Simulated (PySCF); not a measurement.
H₆O₃Si₂, SMILES O[Si](O)(O)[SiH3].

Coordinates come from a r2SCAN-D4/def2-SVP optimisation. One conformer was computed; it need not be the lowest.

Computed with SMD-ωB97X/6-31G* (PySCF).

Solvation free energies are E(SMD) − E(gas) at the gas-phase geometry, for 1 M in both phases. In vacuum the dipole moment is 1.15 D.

```csv
solvent,ΔG(solv) (kcal/mol),its non-electrostatic (CDS) part,dipole (D)
water,[?],[?],[?]
dimethylsulfoxide,-8.2,-1.5,1.30
ethylethanoate,-7.2,-2.0,1.26
```

Task: Complete the blanks. (An estimate is asked for; the answer gives what the named calculation found.)

Result: 
- water, ΔG(solv) (kcal/mol): -12.6
- water, its non-electrostatic (CDS) part: 3.6
- water, dipole (D): 1.59
